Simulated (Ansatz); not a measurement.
Basis sets compared for (LiF)4 ring (Li4F4). Total charge 0; singlet. Geometry PBE-D4/def2-SVP. Ansatz on 2 threads of Intel Xeon 6975P-C on a shared host; times are rough, and most runs start from earlier orbitals.

Cartesian coordinates in Å:
```
F 0.2449 -0.5661 -2.1650
F -0.8682 1.9860 -0.6154
F -0.2449 0.5661 2.1650
F 0.8682 -1.9860 0.6154
Li 0.7518 -1.7217 -1.0462
Li -0.4206 0.9561 -1.8738
Li -0.7503 1.7223 1.0462
Li 0.4191 -0.9567 1.8738
```

Another isomer (singlet) lies 0.38 eV lower at PBE0-D4/def2-TZVP; other spin states weren't run for this one.

Binding counts from free atoms (F doublet, Li doublet) in the same basis, without a counterpoise term.

```json
{"level": "PBE-D4/def2-SVP", "functions": "92", "energy (Eh)": "-429.1484", "HOMO (eV)": "-6.99", "LUMO (eV)": "-0.79", "binding per atom (eV)": "3.99", "wall time": "0.85 s"}
{"level": "PBE0-D4/def2-SVP", "functions": "92", "energy (Eh)": "-429.1651", "HOMO (eV)": "-9.01", "LUMO (eV)": "-0.26", "binding per atom (eV)": "3.85", "wall time": "0.9 s"}
```

Estimate the rows for PBE-D4/def2-TZVP (with forces), PBE0-D4/def2-TZVP.


| level | functions | energy (Eh) | HOMO (eV) | LUMO (eV) | binding per atom (eV) | wall time |
| --- | --- | --- | --- | --- | --- | --- |
| PBE-D4/def2-TZVP (with forces) | 180 | -429.6577 | -7.45 | -0.85 | 3.86 | 1.4 s |
| PBE0-D4/def2-TZVP | 180 | -429.6683 | -9.42 | -0.26 | 3.73 | 1.5 s |
